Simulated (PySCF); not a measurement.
How methods differ on the excitation energy of Se

Se [Ar] 3d10 4s2 4p4 (3P) → Se [Ar] 3d10 4s1 4p5, s spin flipped, as a difference of total energies. Computed with PySCF 2.14 in aug-cc-pVTZ-PP with one added diffuse shell each of s, d, f type with ECP10MDF (7s5p5d3f, 68 functions), with a scalar-relativistic core potential. Correlated levels: valence: 3s2 3p6 3d10 frozen. The calculations carry no spin-orbit coupling.

```
           method  excitation energy (eV)
              UHF                  14.439
              LDA                  11.670
              PBE                  11.679
             PBE0                  12.356
           r2SCAN                  12.304
        CAM-B3LYP                  12.517
             BP86                  11.653
          r2SCANh                  12.494
           B2PLYP                  12.312
    MP2 (valence)                  12.759
SCS-MP2 (valence)                  12.508
```

Q: How much does correlation contribute at MP2 (valence)?

A: 12.759 − (14.439) = -1.680 eV, measured against UHF.

The upper determinant mixes two multiplicities, so it lies between the two terms.

The upper state lies above the first ionisation limit, but in LS coupling its spin forbids autoionisation to the ground ion.
